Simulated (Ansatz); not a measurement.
Br₃Sn, doublet, geometry from GFN2-xTB (such geometries of metal compounds can be far from the true shape) (the spin is typed, not shown lowest) (all electrons, no relativity); B3LYP/STO-3G run with Ansatz (a first-principles code).

Ansatz was given this input:
Ansatz 0.2 input:
```yaml
crystal:
  periodic: [false, false, false]
  atoms:
    - {symbol: Sn, position_ang: [-0.30559618, 0.27078947, 0.55707516]}
    - {symbol: Br, position_ang: [-1.69678763, -1.64465708, -0.53914098]}
    - {symbol: Br, position_ang: [0.10094843, 2.02068988, -1.33464601]}
    - {symbol: Br, position_ang: [2.03240517, -0.76287491, 1.07796533]}
basis:
  gaussian:
    orbitals: STO-3G
hamiltonian:
  xc: b3lyp
magnetization: {spin_polarized: true, initial_magnetization: 1}
```

Output, abridged:

```
Functional definition: B3LYP
887 factors; integrals over basis functions are off by at most 2.1e-5 eV
mean field evaluation 1: about -370165.0794 eV, gradient 1.4e1 eV
mean field evaluation 2: about -370162.0654 eV, gradient 2.2e1 eV
mean field evaluation 4: about -370167.9188 eV, gradient 6.5e-2 eV
mean field evaluation 8: about -370167.9114 eV, gradient 2.8e-3 eV
mean field -370167.91141430 eV, -13603.4198356535 hartree, gradient 3.2e-5 eV, S^2 0.752658; 0 other end points of the search recorded, 0 dependent functions left out
reference -370167.91158123 eV, -13603.4198417879 hartree; 78, 77 occupied and 3, 4 virtual orbitals, 887 factors
Total energy: -370167.91158123 eV, -13603.4198417879 hartree
```
